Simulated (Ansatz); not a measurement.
Ansatz (a quantum-chemistry and plane-wave program) input (CCSD(T,full)/cc-pwCVTZ):
A basis named .json is the Basis Set Exchange file of that set.

Ansatz 0.2 input:
```yaml
crystal:
  periodic: [false, false, false]
  atoms:
    - {symbol: C, position_ang: [-1.60290724, -0.85383308, -0.39475235]}
    - {symbol: C, position_ang: [-0.49790432, 0.02053633, 0.19955438]}
    - {symbol: C, position_ang: [-0.51059676, 1.43062084, -0.42244917]}
    - {symbol: C, position_ang: [0.82548031, -0.64202517, 0.04840273]}
    - {symbol: O, position_ang: [1.85358337, -0.04552093, 0.73675744]}
    - {symbol: H, position_ang: [-2.57832842, -0.38040495, -0.27186482]}
    - {symbol: H, position_ang: [-1.63475624, -1.83359224, 0.08399967]}
    - {symbol: H, position_ang: [-1.44220677, -1.00618714, -1.46556411]}
    - {symbol: H, position_ang: [-0.68394777, 0.13624891, 1.27452571]}
    - {symbol: H, position_ang: [-0.36855768, 1.37354274, -1.50469282]}
    - {symbol: H, position_ang: [0.28773657, 2.04449637, -0.00550230]}
    - {symbol: H, position_ang: [-1.46418607, 1.92879510, -0.23152550]}
    - {symbol: H, position_ang: [1.08620041, -1.15186339, -0.87602853]}
    - {symbol: H, position_ang: [2.68494703, -0.47866128, 0.51805944]}
basis:
  gaussian:
    orbitals: cc-pwCVTZ.json
magnetization: {spin_polarized: true, initial_magnetization: 1}
correlation: {method: ccsd_t, frozen_orbitals: {C: 0, H: 0, O: 0}}
```

Output:

```
Functional definition: HF
integrals: 6.55 GiB planned
1961 factors; integrals over basis functions are off by at most 1.2e-3 eV
1.90 GiB of device memory are held for the factors and their scratch space
mean field: 2.01 GiB planned
mean field evaluation 1: about -6298.2065 eV, gradient 2.8e1 eV
mean field evaluation 2: about -6298.2092 eV, gradient 2.8e1 eV
mean field evaluation 4: about -6302.4539 eV, gradient 3.7e0 eV
mean field evaluation 8: about -6302.5638 eV, gradient 2.4e-1 eV
mean field evaluation 16: about -6302.5488 eV, gradient 1.1e0 eV
mean field -6302.56504310 eV, -231.6149933020 hartree, gradient 2.9e-6 eV, S^2 0.761748; 0 other end points of the search recorded, 0 dependent functions left out
reference -6302.56504310 eV, -231.6149933020 hartree; 21, 20 occupied and 320, 321 virtual orbitals, 1961 factors
second order -31.68400341 eV of doubles, -0.00000000 eV of singles
coupled cluster: 61.14 GiB planned
cycle   1  -32.44997663 eV  change   -7.7e-1 eV  update   1.0e-1
cycle   2  -33.09823978 eV  change   -6.5e-1 eV  update   2.9e-2
cycle   3  -33.22145439 eV  change   -1.2e-1 eV  update   1.6e-2
cycle   4  -33.21261778 eV  change    8.8e-3 eV  update   5.7e-3
cycle   5  -33.21311840 eV  change   -5.0e-4 eV  update   3.2e-3
cycle   6  -33.21437673 eV  change   -1.3e-3 eV  update   1.1e-3
cycle   7  -33.21414991 eV  change    2.3e-4 eV  update   3.6e-4
cycle   8  -33.21413572 eV  change    1.4e-5 eV  update   1.6e-4
cycle   9  -33.21415529 eV  change   -2.0e-5 eV  update   5.8e-5
cycle  10  -33.21412683 eV  change    2.8e-5 eV  update   2.6e-5
perturbative correction -1.09041696 eV, -0.0400720843 hartree
Total energy: -6336.86958690 eV, -232.8756620341 hartree
```

It need not be the lowest isomer of its formula.
